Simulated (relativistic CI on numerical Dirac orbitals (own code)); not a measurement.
d1 to d9 in one octahedral field

Computed with a parametric ligand-field model without spin-orbit coupling, by exact diagonalisation: B = 670, C = 2850, 10Dq = 7000 cm⁻¹ (Oh; |10Dq|/B = 10.4) for every shell. Energies in cm⁻¹; the field energy is (0.6 n_e − 0.4 n_t2) × 10Dq of the ground term; g labels are left out.

| Shell | Ground term | Electrons in e | Field energy | First spin-allowed bands | Lowest term of other spin |
| --- | --- | --- | --- | --- | --- |
| d1 | 2T2 | 0.000 | -2800 | 2E 7000 |  |
| d2 | 3T1 | 0.074 | -5079 | 3T2 6130, 3A2 13130 | 1T2 10101 |
| d3 | 4A2 | 0.000 | -8400 | 4T2 7000, 4T1 11476 | 2E 13045 |
| d4 | 5E | 1.000 | -4200 | 5T2 7000 | 3T1 9446 |
| d5 | 6A1 | 2.000 | 0 | none | 4T1 15928 |
| d6 | 5T2 | 2.000 | -2800 | 5E 7000 | 3T1 8934 |
| d7 | 4T1 | 2.074 | -5079 | 4T2 6130, 4A2 13130 | 2E 6451 |
| d8 | 3A2 | 2.000 | -8400 | 3T2 7000, 3T1 11476 | 1E 10702 |
| d9 | 2E | 3.000 | -4200 | 2T2 7000 |  |

Every shell keeps the spin of the free ion. Only d4 to d7 can choose; the field needed to pair spins is smallest for d6 and largest for d5, which loses most exchange energy. In the strong-field picture 10Dq must exceed about 6B + 5C = 18270 (d4), 7.5B + 5C = 19275 (d5), 2.5B + 4C = 13075 (d6) and 4B + 4C = 14080 (d7); mixing of terms shifts these bounds somewhat. High-spin d^(n+5) repeats the spin-allowed bands of d^n, since the half-filled shell is spherical.
